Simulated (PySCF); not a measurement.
Oscillator strengths, rates and cross-sections

(F)3Hf-O-SiH3 (singlet state).
Geometry (PBE0-D3(BJ)/def2-SVP, Å), atoms numbered from 1 in this order:
```
atom  x, y, z in Å
Hf1   -1.086   -0.794   -1.138
F2    -2.613    0.308   -1.466
F3    -1.665   -2.478   -0.446
F4    -0.120   -1.074   -2.762
O5     0.076    0.074    0.134
Si6    1.148    0.811    1.182
H7     2.186   -0.176    1.598
H8     0.409    1.298    2.382
H9     1.797    1.962    0.490
```

Method: TDDFT CAM-B3LYP/def2-SVPD, vertical, gas phase, core orbitals frozen in the response, def2 core potentials past Kr in PySCF 2.14.0, density-fitted response routines. Spin–orbit coupling is left out.

Computed singlets with f of 0.002 or more:

| state | ν̃ (cm⁻¹) | f |
| --- | --- | --- |
| S4 | 66420 | 0.0080 |
| S5 | 66470 | 0.011 |
| S6 | 68640 | 0.0037 |
| S7 | 68660 | 0.0031 |
| S8 | 70270 | 0.158 |

**Question.** Give A, τ, |μ| and ∫σ dE for each state.

**Answer.** A / s⁻¹ = 0.6670 f (ν̃ / cm⁻¹)² and τ = 1/A in vacuum; |μ| follows from f = (2/3) ΔE |μ|² (atomic units, 1 au = 2.5417 D); ∫σ dE = 109.76 f Mb·eV.

```
state  A (s⁻¹)       τ  |μ| (D)  ∫σ dE (Mb·eV)
   S4  2.4×10⁷   42 ns     0.51           0.88
   S5  3.2×10⁷   31 ns     0.59            1.2
   S6  1.2×10⁷   87 ns     0.34            0.4
   S7  9.8×10⁶  100 ns     0.31           0.34
   S8  5.2×10⁸  1.9 ns     2.19             17
```

Leading configurations: S4 H-1/H→L+2 (≥34%); S5 H-1/H→L+2 (≥49%); S6 H-1/H→L+4 (≥56%); S7 H-1/H→L+4 (≥56%); S8 H-1/H→L+2 (≥38%) (H = HOMO, L = LUMO).

States that coincide in energy are taken one by one. These lifetimes count emission to the ground state at the vertical energy alone; relaxation of the geometry and all other decay channels are left out.

**Question.** How much energy does a mole of photons resonant with S8 carry?

**Answer.** 8.713 eV × 96.485 = 841 kJ/mol (201 kcal/mol).

**Question.** By what factor does the largest A in the list exceed the smallest?

**Answer.** S8 has 53 times the rate of S7.

**Question.** Which computed singlets stay under f = 0.002?

**Answer.** S1 (7.50 eV, f 0.0000), S2 (7.50 eV, f 0.0001), S3 (8.15 eV, f 0.0002) and S9 (8.92 eV, f 0.0014).

The vertical ionisation energy (ΔSCF) is 11.79 eV, 2.88 eV above S9.
